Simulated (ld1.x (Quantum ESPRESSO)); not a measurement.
# Which change was made? (Br, TM)

```json
{
 "Element": "bromine",
 "Generator": "ld1.x (Quantum ESPRESSO) 7.5",
 "Type": "norm-conserving Troullier–Martins (Kleinman–Bylander form)",
 "Functional": "LDA (PZ)",
 "Relativity": "scalar-relativistic",
 "Frozen core": "[Ar]",
 "Valence charge": "17",
 "Reference configuration": "3d10 4s2 4p5",
 "Partial waves": "4s (bound): rc 1.45 bohr; 4p (bound): rc 1.25 bohr; 3d (bound): rc 1.10 bohr",
 "Local potential": "all-electron potential smoothed inside 1.10 bohr (lloc = -1)",
 "Core correction": "Bessel-smoothed model core, default radius (core density twice the valence density)"
}
```

Cutoffs, loose and tight: the cutoffs (Ry, on a coarse ladder) from which the occupation-weighted sum of valence levels, in a spherical-Bessel basis at the reference potential, stays within 10 and 1 mRy of its value at 400 Ry. They do not see the model core or the augmentation charge, which bear on the density cutoff. Test errors are all-electron minus pseudo excitation energies from the reference, over the configurations 3d10 4s2 4p4; 3d10 4s2 4p3; 3d10 4s2 4p2; 3d10 4s2 4p5.3; 3d9 4s2 4p5; 3d9 4s2 4p6; 3d10 4s1 4p6 (two spin-polarised tests are not counted in the largest error); variants that change the core or the reference have their own tests. The largest error is taken over the tests solved by every variant that gives reliable tests at all, those not shown here included: 3d10 4s1 4p6; 3d10 4s2 4p2; 3d10 4s2 4p3; 3d10 4s2 4p4; 3d10 4s2 4p5.3.

The base gives: outcome: generated; cutoff, loose: 260 Ry; cutoff, tight: over 300 Ry; bound ghosts: s; largest test error (meV): +36.

(1) After one change the result is: outcome: generated; cutoff, loose: 200 Ry; cutoff, tight: 260 Ry; bound ghosts: none; largest test error (meV): +83. Which change was it?
A. local potential all-electron potential smoothed inside 0.60 bohr (lloc = -1)
B. local potential all-electron potential smoothed inside 1.00 bohr (lloc = -2)
C. all radii but the core radius scaled by about 1.42 (s 2.06, p 1.78, d 1.56 bohr); local potential all-electron potential smoothed inside 1.56 bohr (lloc = -1)

Answers

(1) C. The others give: local potential all-electron potential smoothed inside 1.00 bohr (lloc = -2) → outcome: generated; cutoff, loose: 260 Ry; cutoff, tight: over 300 Ry; bound ghosts: none; largest test error (meV): +81 | local potential all-electron potential smoothed inside 0.60 bohr (lloc = -1) → outcome: generated; cutoff, loose: 260 Ry; cutoff, tight: over 300 Ry; bound ghosts: s, p; largest test error (meV): +9.7.
